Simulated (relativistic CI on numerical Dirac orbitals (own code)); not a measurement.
# Spin-allowed bands of a d2 ion in an octahedral site, by hand

Problem. Take Δ = 28300 cm⁻¹ and B = 730 cm⁻¹ for a d2 ion in an octahedral site. Calculate the three spin-allowed bands.

Working.
1. The terms of highest spin are 3F (energy 0) and 3P (15B = 10950 cm⁻¹). Here the F term splits into A2 at +1.2Δ = 33960, T2 at +0.2Δ = 5660 and T1 at −0.6Δ = -16980 cm⁻¹.
2. The two T1 states mix through the element 0.4Δ: H = [[-16980, 11320], [11320, 10950]], with roots ½(H₁₁ + H₂₂) ∓ ½√[(H₂₂ − H₁₁)² + 4H₁₂²] = ½(-6030) ∓ ½(35954) = -20992 and 14962 cm⁻¹.
3. The ground term is 3T1 at -20992 cm⁻¹.
4. Bands: 3T2 26652 cm⁻¹ (375 nm), 3T1(P) 35954 cm⁻¹ (278 nm), 3A2 54952 cm⁻¹ (182 nm).

Check. Exact diagonalisation of the whole d2 shell with these parameters gives 3T2 26652, 3T1 35954, 3A2 54952 cm⁻¹. The match is exact, since without spin-orbit coupling no other term has this spin. The ratio of the second band to the first, 1.349, depends on Δ/B = 38.8 alone, which is how a Tanabe-Sugano diagram is read.
